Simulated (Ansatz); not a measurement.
Computed with Ansatz on PBE0-D4/def2-TZVP structures; ΔE is electronic, products minus reactants. CCSD(T)/CBS is the MP2 limit (def2-TZVPP, def2-QZVPP) plus CCSD(T) − MP2 in def2-TZVPP, frozen cores. This one scheme is used for every species. Functionals use def2-TZVPP. B3LYP here is the variant with VWN-RPA as its local correlation; programs differ in this. Each species was taken in one conformer, which may not be the lowest.

`O[SiH2]O[SiH2]S` + HCl → `O[SiH2]O[SiH2]Cl` + H₂S  (ligand exchange at the Si–S bond)

| level | ΔE (kJ/mol) | difference from CCSD(T)/CBS |
| --- | --- | --- |
| revPBE-D4 | -32.1 | 7.9 |
| BLYP-D4 | -37.8 | 2.2 |
| B97M-V | -40.0 | 0.0 |
| B3LYP-D4 | -40.1 | -0.1 |
| r2SCAN0-D4 | -40.0 | 0.0 |
| ωB97M-V | -41.2 | -1.2 |
| BLYP | -42.3 | -2.3 |
| B3LYP | -43.7 | -3.7 |
| BHLYP | -47.0 | -7.0 |
| MP2/def2-TZVPP | -39.6 | 0.4 |
| CCSD(T)/CBS | -40.0 | 0 |

(1) What do rigid-rotor, harmonic-oscillator terms from PBE0-D4/def2-TZVP frequencies (298.15 K, 1 bar) make of the CCSD(T)/CBS value? (Estimate.)

Largest T1 diagnostic among the species: 0.012.

## Answers

(1) The calculation gave: ΔZPE = +0.4 kJ/mol, ΔH = -39.6 kJ/mol, ΔS = 19 J/(mol·K), ΔG = -45.3 kJ/mol. Modes under 50 cm⁻¹ make the entropy rough.

From BLYP to BHLYP (50 % exact exchange), in def2-TZVPP and without D4, ΔE moves by −4.7 kJ/mol. In def2-TZVPP, CCSD(T) changes the Hartree–Fock value by +14.8 kJ/mol (the triples alone add +2.4 kJ/mol) and MP2 by +14.3 kJ/mol.
